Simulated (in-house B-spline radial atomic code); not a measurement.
Computed with a B-spline radial atomic code. Model: two electrons, singlet ground state, non-relativistic, full CI in B-splines with partial waves to l = 8 (at full coupling up to 3e-4 hartree above the limit, correlation up to 0.6 % small), density held at that of full coupling by Lieb maximisation.

W(λ) is the mean repulsion in the state of coupling λ less the Hartree energy of the fixed density. Its start is exact exchange, its initial slope is twice the second-order Görling-Levy correlation energy, and its area from 0 to 1 is E_xc. A straight curve means weak, dynamic correlation, and a curve that drops fast and flattens means strong correlation.

Command:
```bash
python run_ac.py task.json out
```
Settings (lengths in bohr, energies in hartree):
```
potential              yukawa
strength               4.47
lmax                   8
second                 0.511
```

Run time, properties included: 13 s on 1 thread of Intel(R) Xeon(R) Processor @ 2.30GHz (shared host).

**W = mean repulsion less Hartree energy, and W of three functionals.**

Given: confinement screened point charge; nuclear charge 4.47; screening of the nucleus 0.511 1/bohr; external potential -Z exp(-k r)/r.

Computed: PBE exchange minus exact 42.393 millihartree; SCAN exchange minus exact -5.4015 millihartree.

| coupling | W xc (hartree) | W xc minus exchange (millihartree) | kinetic minus Kohn-Sham (millihartree) | LDA (PW92) W minus its exchange (millihartree) | PBE W minus its exchange (millihartree) | SCAN W minus its exchange (millihartree) |
| --- | --- | --- | --- | --- | --- | --- |
| 0 | -2.536 | 0 | 0 | 0 | 0 | 0 |
| 0.02 | -2.5379 | -1.881 | 0 | -14.06 | -1.85 | -1.84 |
| 0.05 | -2.5407 | -4.689 | 0.1 | -29.6 | -4.64 | -4.56 |
| 0.12 | -2.5472 | -11.183 | 0.7 | -58.63 | -11.19 | -10.8 |
| 0.25 | -2.559 | -23.03 | 2.9 | -101.25 | -23.38 | -22.04 |
| 0.4 | -2.5724 | -36.364 | 7.2 | -141.51 | -37.32 | -34.55 |
| 0.6 | -2.5896 | -53.608 | 15.8 | -186.84 | -55.57 | -50.58 |
| 0.8 | ? | ? | ? | ? | ? | ? |
| 1 | -2.6224 | -86.369 | 41.9 | -260.91 | -90.61 | -80.7 |
| 1.4 | -2.653 | -117.01 | 78.6 | -321.52 | -123.62 | -108.65 |
| 2 | -2.6954 | -159.41 | 150.5 | -396.95 | -169.46 | -147.13 |
| 3 | -2.7579 | -221.9 | 306 | -496.96 | -237.24 | -203.82 |
| 4.5 | -2.8362 | -300.22 | 597.6 | -611.24 | -322.72 | -275.43 |
| 7 | ? | ? | ? | ? | ? | ? |
| 10 | -3.025 | -489.05 | 1912.1 | -866.4 | -535.43 | -454.53 |

What belongs in the row 0.8?

W xc (hartree): -2.6063; W xc minus exchange (millihartree): -70.267; kinetic minus Kohn-Sham (millihartree): 27.4; LDA (PW92) W minus its exchange (millihartree): -226.03; PBE W minus its exchange (millihartree): -73.34; SCAN W minus its exchange (millihartree): -65.94.

What belongs in the row 7?

W xc (hartree): -2.9369; W xc minus exchange (millihartree): -400.93; kinetic minus Kohn-Sham (millihartree): 1170.2; LDA (PW92) W minus its exchange (millihartree): -748.94; PBE W minus its exchange (millihartree): -434.46; SCAN W minus its exchange (millihartree): -369.49.

What is the LDA exchange minus exact?

356.07 millihartree.

**Energy parts, natural occupations and partial-wave weights.**

Computed: total energy -13.1716 hartree; exchange energy -2.536 hartree; correlation energy -0.044436 hartree; kinetic part over minus potential part 0.48551; Hartree energy 5.072 hartree; Kohn-Sham kinetic 16.93 hartree; Lieb Oxford ratio E_xc over LDA exchange 1.1837.

| natural | occupation of the shell (electrons) |
| --- | --- |
| s | 1.9971 |
| p | 0.0015725 |
| s | 0.0011501 |
| d | ? |
| p | 5.9122e-05 |
| s | 2.5596e-05 |

What belongs in the row d?

occupation of the shell (electrons): 8.1393e-05.

| wave | weight |
| --- | --- |
| s | 0.99913 |
| p | 0.00081886 |
| d | ? |
| f | 6.6724e-06 |
| g | 1.5778e-06 |

What belongs in the row d?

weight: 4.5797e-05.

What is the initial slope twice GL2?

-0.094227 hartree.

What is the kinetic part of the DFT correlation energy?

0.041933 hartree.

Half-way to full coupling W has made 52 % of its drop, against 50 % for a straight line, and second-order (GL2) theory, half the initial slope, overshoots the correlation energy by about 6 %: correlation is weak here. Over couplings 0 to 1 the errors in E_xc come to about +245 millihartree for LDA, +41 millihartree for PBE, -2.9 millihartree for SCAN, so SCAN is nearest. In LDA and PBE and SCAN the errors of exchange and correlation have opposite signs, so the sum is smaller than the larger of the two.
